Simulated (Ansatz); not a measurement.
Relaxation of CH5AlBF2N (11 atoms, charge 0, multiplicity 1), to a largest force component of 0.015 eV/Å in at most 40 steps.

Method: RKS r2SCANh-D4/def2-SVP in Ansatz.

```xyz
11
Properties=species:S:1:pos:R:3
N -0.330 -1.637 -0.246
C 0.557 -0.572 -0.706
F 0.746 -0.687 -2.081
B 0.067 0.893 -0.379
F -0.267 1.813 -1.461
Al -0.307 1.489 1.584
H 0.100 -2.522 -0.394
H -1.179 -1.554 -0.890
H 1.533 -0.679 -0.132
H -0.848 2.942 1.927
H -0.006 0.457 2.798
```

Task: Where does it end, and by what steps?

Result: The forces met the threshold. After 20 steps the energy has fallen by 1.190 eV; H10 moved furthest, 2.11 Å. Joined: N1–Al6.

```
step  energy less start (eV)  largest force component (eV/Å)  accepted
   0                  0.0000                           2.696       yes
   1                 -0.4133                           2.216       yes
   2                 -0.5185                           1.254       yes
   3                 -0.5503                           0.402       yes
   4                 -0.5774                           0.135       yes
   5                 -0.5956                           0.146       yes
   6                 -0.6126                           0.234       yes
   7                 -0.6322                           0.350       yes
   8                 -0.6592                           0.319       yes
   9                 -0.7026                           0.213       yes
  10                 -0.7549                           0.266       yes
  11                 -0.8077                           0.257       yes
  12                 -0.9043                           0.338       yes
  13                 -1.0233                           0.271       yes
  14                 -1.1381                           0.291       yes
  15                 -1.1396                           0.899       yes
  16                 -1.1454                           0.571       yes
  17                 -1.1854                           0.115       yes
  18                 -1.1897                           0.039       yes
  19                 -1.1899                           0.016       yes
  20                 -1.1900                           0.015       yes
```

```xyz
11
Properties=species:S:1:pos:R:3
N -0.428 -0.920 0.121
C 0.559 -0.420 -0.849
F 0.411 -1.025 -2.075
B 0.452 1.180 -0.661
F 0.824 1.998 -1.627
Al -0.383 0.880 1.302
H -0.249 -1.871 0.444
H -1.357 -0.921 -0.306
H 1.556 -0.692 -0.445
H -1.930 1.156 1.600
H 0.611 0.579 2.516
```

Whether the end is a true minimum wasn't checked by a vibrational analysis.

The run took 120 s on 2 threads of Arm Neoverse V1 (shared host), peak memory 0.28 GiB.
